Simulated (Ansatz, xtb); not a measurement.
A geometry optimisation of BF2H4Si2+ with r2SCAN-D4/def2-SVP

The starting geometry of this gas-phase singlet was built from a drawn formula by distance geometry; its bonds are those of `[BH+][Si](F)(F)[SiH3]`.

```xyz
9

B    -1.2987    0.7231    2.9496
F     1.0954   -0.5386    3.8189
F     1.4500    1.0926    1.5962
Si    0.5324   -0.0779    2.3221
Si    0.3067   -1.9464    1.0212
H    -2.4240    0.5552    2.6759
H    -1.1800   -2.1698    0.9850
H     0.7988   -1.6982   -0.3416
H     0.9695   -3.0009    1.6608
```

Q: Predict what becomes of its bonds when it is optimised with r2SCAN-D4/def2-SVP.

A: It keeps its bonds, and is `[BH+][Si](F)(F)[SiH3]`.

The energy falls by 0.70 eV over 22 steps:

| step | E − E(last) (eV) |
| --- | --- |
| 1 | 0.701 |
| 3 | 0.039 |
| 6 | 0.020 |
| 8 | 0.017 |
| 10 | 0.014 |
| 13 | 0.008 |
| 15 | 0.004 |
| 17 | 0.002 |
| 20 | 0.000 |
| 22 | 0.000 |

Final geometry (Å):

```yaml
atoms:
  - { symbol: B, position_ang: [-1.2678, 0.8511, 2.5566] }
  - { symbol: F, position_ang: [0.6205, -0.6819, 4.0023] }
  - { symbol: F, position_ang: [1.5198, 0.8630, 2.0504] }
  - { symbol: Si, position_ang: [0.4652, -0.2805, 2.4537] }
  - { symbol: Si, position_ang: [0.3158, -2.0895, 0.9506] }
  - { symbol: H, position_ang: [-2.3199, 1.4271, 2.5351] }
  - { symbol: H, position_ang: [-0.7912, -2.9459, 1.4517] }
  - { symbol: H, position_ang: [0.0433, -1.4939, -0.3840] }
  - { symbol: H, position_ang: [1.6644, -2.7104, 1.0717] }
```

From the same start GFN2-xTB ends elsewhere, at `F[Si+](F)[BH2-][SiH2+]`.

No frequencies were run, so the end isn't proven a minimum. Run with Ansatz 0.2.0, 3 min on 1 thread of AMD EPYC (Zen 3), on a shared host.
